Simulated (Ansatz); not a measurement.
Consider the cleavage of the Si–Si bond: `B[SiH](O)[SiH3]` + `BC[SiH2]S` → `BC[SiH2]S[SiH3]` + `B[SiH2]O`.

Isolated molecules relaxed with PBE0-D4/def2-TZVP in Ansatz; ΔE leaves out vibrations. CBS: MP2 limit from def2 TZ/QZ plus the TZ coupled-cluster correction, frozen cores. Functionals use def2-TZVPP. Each species was taken in one conformer, which may not be the lowest.

| level | ΔE (eV) |
| --- | --- |
| r2SCAN-D4 | -0.56 |
| B2PLYP | -0.55 |
| PBE | -0.41 |
| HF/CBS(def2) | -0.57 |

(1) What does CCSD(T)/CBS give? (An estimate is asked.)

Largest T1 diagnostic among the species: 0.014.

Results:

(1) Ansatz gave: -0.62 eV. The listed levels differ from it by 0.06, 0.07, 0.21, 0.05 eV.

From PBE to PBE0 (25 % exact exchange), in def2-TZVPP and without D4, ΔE moves by −0.07 eV. The D4 term adds −0.11 eV with B3LYP and −0.06 eV with PBE0; it sums over pairs of atoms, weighted by their polarisabilities, and B3LYP, whose exchange is more repulsive, gets the larger term.

B3LYP here is the variant with VWN-RPA as its local correlation; programs differ in this.
